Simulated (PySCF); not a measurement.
## A small calculation by hand: oscillator strength and radiative lifetime

methoxycyclobutane (C₅H₁₀O), SMILES O(C1CCC1)C.

Geometry: B3LYP-D3(BJ)/def2-SVP. Other conformers were not sampled.

PySCF 2.14.0 with TDA-M06-2X/def2-SVPD puts the first singlet state with f over 0.02 at 8.52 eV (vertical), with the transition dipole (0.108, 0.143, 0.456) in atomic units.

### Question
Find the oscillator strength, the wavelength and the radiative lifetime that this transition would have in vacuum if emission retraced absorption.

### Answer

|μ|² = 0.2400 au, so |μ| = 1.25 D. ΔE = 8.52/27.211 = 0.3131 hartree. f = (2/3) ΔE |μ|² = 0.050 (the program prints 0.050).
λ = 1239.84/8.52 = 146 nm; ν = 68718 cm⁻¹.
Einstein's coefficient A = 0.6670 ν² f s⁻¹ (ν in cm⁻¹) = 1.6e8 s⁻¹, so τ = 1/A = 6.3 ns. This state is S5; the lower singlets have f = 0.017, 0.006, 0.015, 0.012. The figure is the radiative limit of this one transition; relaxation, internal conversion, crossing to triplets and a medium change what is measured.
